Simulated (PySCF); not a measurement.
## Structure elucidation problem

Molecular formula: C$_{6}$H$_{4}$F$_{4}$O. Simulated spectra:

1H NMR (400 MHz, computed): δ 7.80 (m, 1H), 7.80 (m, 1H), 6.49 (m, 1H), 6.43 (m, 1H).

13C{1H} NMR (computed): δ 160.3 (C), 158.7 (CH), 148.0 (CH2), 139.6 (CH), 131.9 (C), 121.6 (C).

Equivalent nuclei averaged, non-relativistic Hamiltonian, one computed conformer, no solvent. Coordinates at the GFN2-xTB level; NMR shieldings at PBE0/pcSseg-1/GIAO; PySCF.

δ = σ(ref) − σ, references computed at the same level: TMS for 1H (31.72 ppm), 13C (186.93 ppm).

Q: Deduce the structure.

A: 
The formula gives 3 degrees of unsaturation (no ring in the answer). 6 carbon signals for 6 carbons: no two carbons are equivalent. Carbon types of the structure: 3 × C, 2 × CH, 1 × CH2, which accounts for all hydrogens. δC 160.3: carbonyl carbon. δC 158.7: β carbon of a C=C–C=O unit; conjugation with the carbonyl draws π density from the β position. δC 148.0: terminal =CH2 carbon; as expected for a trigonal carbon in a double bond. δC 139.6: alkene CH; as expected for a trigonal carbon in a double bond. δC 131.9: CF3 carbon; 3 electronegative neighbours deshield it. δC 121.6: α carbon of a C=C–C=O unit; an sp2 carbon of a C=C bond. δH 6.49, 6.43: hydrogen on a terminal =CH2 carbon; attached to an sp2 carbon and in the plane of the double bond.

Structure: `C=C/C=C(/C(=O)F)C(F)(F)F`.

This is the structure that produced the data.

Splittings by 19F in the carbon and heteronuclear signals aren't shown, as no couplings were computed. Shifts are as computed. Against solution values, carbons near 30 ppm lie about +3 ppm off and those near 130 ppm about +5 ppm. Of 1211 compounds with measured shifts, 218 miss one by over three times the rms of a fit or turn the order of signals round; such compounds aren't used in these exercises. No couplings were computed; multiplicities are counted from neighbouring protons, with m where these are inequivalent, close in shift, in a saturated or five-membered ring or joined by F or P, and br s for small geminal =CH2 splittings.
